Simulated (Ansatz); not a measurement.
Input for Ansatz (a first-principles code): R-CCSD(T)/def2-TZVPP on H4OSiTe (SMILES O[Te][SiH3]), a point of a torsion scan. Elements past Kr take the def2 small-core potentials; no spin–orbit coupling. The run froze 15 orbitals, filled d shells among them.

Ansatz 0.2 input:
```yaml
crystal:
  periodic: [false, false, false]
  atoms:
    - {symbol: O, position_ang: [2.08728310, 0.16294505, -0.49877813]}
    - {symbol: Te, position_ang: [1.22417101, -1.51947405, 0.18254123]}
    - {symbol: Si, position_ang: [-0.94803435, -1.03463796, -0.94230143]}
    - {symbol: H, position_ang: [1.95318069, 0.88233158, 0.11567471]}
    - {symbol: H, position_ang: [-0.86008054, -1.02486682, -2.39999339]}
    - {symbol: H, position_ang: [-1.81665286, -2.11919254, -0.50131131]}
    - {symbol: H, position_ang: [-1.50208122, 0.24735052, -0.50511536]}
basis:
  gaussian:
    orbitals: def2-TZVPP
magnetization: {spin_polarized: false}
correlation: {method: ccsd_t, electrons: outside_noble_gas}
scf: {lower_state_search: off}
```

The head of its log:

```
WARN ansatz: RAYON_NUM_THREADS=1 ignored (pool sized by the plan → 1); use --threads N
Functional definition: HF
these checks for a lower state are left out or cut short: stability, starts, cluster_reference, orbital_swaps, neighbouring_geometries, increment
integrals: 0.58 GiB planned
1224 factors; integrals over basis functions are off by at most 1.1e-3 eV
mean field: 0.54 GiB planned
mean field evaluation 1: about -17226.4037 eV, gradient 3.5e1 eV
mean field evaluation 2: about -17226.6193 eV, gradient 3.5e1 eV
mean field evaluation 4: about -17229.2929 eV, gradient 3.4e0 eV
mean field evaluation 8: about -17229.3491 eV, gradient 2.8e-1 eV
mean field evaluation 16: about -17229.3495 eV, gradient 2.3e-6 eV
mean field -17229.34947902 eV, -633.1669148813 hartree, gradient 2.3e-6 eV, S^2 0.000000; 0 other end points of the search recorded, 0 dependent functions left out
15 core orbitals not correlated
reference -17229.34947902 eV, -633.1669148813 hartree; 10, 10 occupied and 154, 154 virtual orbitals, 1224 factors
```

Task: What total energy does the run end on?

Result: -633.7312 hartree (reference determinant -633.1669, T1 diagnostic 0.015).
